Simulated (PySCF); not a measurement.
Gas-phase reaction: Sb4 + 6 HBr = 2 SbBr3 + 2 SbH3

Method: PySCF energies (xtb for GFN2) plus ideal-gas RRHO corrections (1 bar). † marks an energy on the PBE0/def2-TZVP geometry and frequencies; other levels use their own. MP2 freezes the core. All species are closed-shell singlets. B3LYP is the form with VWN-RPA correlation. Sb: scalar-relativistic def2 core potential, no spin-orbit coupling. Br: all electrons, no relativistic terms. MP2 isn't extrapolated to the basis-set limit; its ΔH°(298 K) is 13.7 kJ in def2-SVP and 24.4 kJ in def2-TZVPP. The harmonic model lacks anharmonicity and excited electronic states, which grow with temperature; levels with a mode under 35 cm⁻¹ are left out. Soft modes under 120 cm⁻¹ make the harmonic entropy rough for SbBr3.

| level | ΔE electronic, kJ | ΔH°(298 K), kJ | ΔS°(298 K), J/K | ΔG°(1400 K), kJ |
|---|---|---|---|---|
| B3LYP/def2-TZVP† | -148 | -149 | -335 | 310 |
| BLYP/def2-TZVP† | -150 | -151 | -335 | 308 |
| GFN2-xTB | -426 | -427 | -325 | 14 |
| M06-2X/def2-TZVP† | -179 | -179 | -335 | 280 |
| MP2/def2-SVP† | 14 | 14 | -335 | 473 |
| MP2/def2-TZVPP† | 25 | 24 | -335 | 483 |
| PBE/def2-SVP | -112 | -114 | -330 | 336 |
| PBE/def2-TZVP† | -131 | -131 | -335 | 328 |
| PBE0/def2-QZVP† | -119 | -119 | -335 | 340 |
| PBE0/def2-SVP† | -87 | -87 | -335 | 372 |
ΔH° is lowest at GFN2-xTB and highest at MP2/def2-TZVPP†. No reference value is set beside these.
